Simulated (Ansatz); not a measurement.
Consider the hydrogenolysis of the Sn–C bond: `[SiH3][CH2][SnH2][SH]` + H₂ → `[SH][SnH3]` + `C[SiH3]`.

Isolated molecules relaxed with PBE0-D4/def2-TZVP in Ansatz; ΔE leaves out vibrations. CBS: MP2 limit from def2 TZ/QZ plus the TZ coupled-cluster correction, frozen cores. This one scheme is used for every species. Functionals use def2-TZVPP. Elements past krypton have def2 core potentials. For Sn outer-core shells are correlated without core-valence functions, which leaves a few kJ/mol of doubt a bond. One conformer a species, not always the lowest.

`[SiH3][CH2][SnH2][SH]`:

```xyz
12

Si    1.603    0.130    0.698
C     0.641   -0.020   -0.899
Sn   -1.474    0.265   -0.680
S    -2.133   -0.233    1.584
H     1.288   -1.005    1.603
H     3.067    0.113    0.420
H     1.273    1.405    1.386
H     0.988    0.730   -1.615
H     0.803   -1.003   -1.347
H    -1.896    1.904   -0.889
H    -2.340   -0.750   -1.748
H    -1.819   -1.536    1.488
```

H₂:

```xyz
2

H     0.220    0.241    0.182
H    -0.220   -0.241   -0.182
```

`[SH][SnH3]`:

Z-matrix (Å, degrees):
```
Sn
S 1 2.406
H 1 1.706 2 109.4
H 1 1.701 2 104.7 3 119.6
H 1 1.706 2 109.5 3 -120.9
H 2 1.343 1 93.9 3 59.9
```

`C[SiH3]`:

```xyz
8

C    -0.715    0.628    0.264
Si    0.639   -0.562   -0.237
H    -1.676    0.114    0.335
H    -0.813    1.433   -0.467
H    -0.497    1.076    1.236
H     0.770   -1.659    0.760
H     1.948    0.140   -0.330
H     0.342   -1.170   -1.562
```

CCSD(T)/CBS gives -4.5 kcal/mol.

Problem. Another level gave -14.5 kcal/mol. Which?
A. SCS-MP2/def2-TZVPP
B. r2SCAN-D4/def2-TZVPP
C. B2PLYP/def2-TZVPP
D. HF/def2-TZVPP

Solution. D. HF/def2-TZVPP -14.5, B2PLYP -8.6, SCS-MP2/def2-TZVPP -5.6, r2SCAN-D4 -7.0 kcal/mol.

Largest T1 diagnostic among the species: 0.012.

In def2-TZVPP, CCSD(T) changes the Hartree–Fock value by +8.5 kcal/mol (the triples alone add +1.6 kcal/mol) and MP2 by +11.1 kcal/mol. The D4 term adds +4.1 kcal/mol with B3LYP and +2.3 kcal/mol with PBE0; it sums over pairs of atoms, weighted by their polarisabilities, and B3LYP, whose exchange is more repulsive, gets the larger term.

B3LYP here is the variant with VWN-RPA as its local correlation; programs differ in this.
